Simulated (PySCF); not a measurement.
C3H11NSi2, SMILES C=C([SiH3])N(C)[SiH3]. Atoms are numbered in the order given.

```xyz
17

C     -1.2382    -1.8083    -0.0714
C     -0.6555    -0.5881     0.0285
Si    -1.7331     0.7726     0.7937
N      0.6444    -0.3187    -0.4205
C      1.3771    -1.4208    -1.0293
Si     1.5556     1.1442    -0.0703
H     -2.2617    -1.9573     0.2734
H     -0.7371    -2.6831    -0.4907
H     -1.9876     1.8881    -0.1636
H     -3.0279     0.1451     1.1728
H     -1.0955     1.3514     2.0134
H      0.8287    -1.8248    -1.8984
H      2.3598    -1.0741    -1.3812
H      1.5404    -2.2519    -0.3185
H      0.5981     2.2594     0.1401
H      2.4336     1.4262    -1.2399
H      2.4239     1.0197     1.1406
```

Coordinates come from a B3LYP-D3(BJ)/def2-SVP optimisation. This is a generated structure with no PubChem entry under its InChIKey; it may be hypothetical. One conformer was computed; it need not be the lowest.

Two levels are set side by side: PBE/pcSseg-1 (PySCF) and B3LYP/pcSseg-1 (PySCF). GIAO shifts against NH3 (¹⁵N), TMS (²⁹Si), TMS (¹H), TMS (¹³C) at the same level; non-relativistic, no solvent, atoms listed together averaged. Differences are taken from unrounded values.

```tsv
quantity	B3LYP	PBE	PBE minus B3LYP
δ(¹³C) of C1 (ppm)	107.9	105.9	-2.0
δ(¹³C) of C2 (ppm)	156.6	151.0	-5.6
δ(²⁹Si) of Si3 (ppm)	-63.3	-65.7	-2.4
δ(¹⁵N) of N4 (ppm)	84.2	90.1	5.9
δ(¹³C) of C5 (ppm)	39.7	40.2	0.5
δ(²⁹Si) of Si6 (ppm)	-47.9	-46.2	1.8
```

Rough cost on one machine, each run with all the roots and properties that it gave: B3LYP against PBE within a factor of 2.
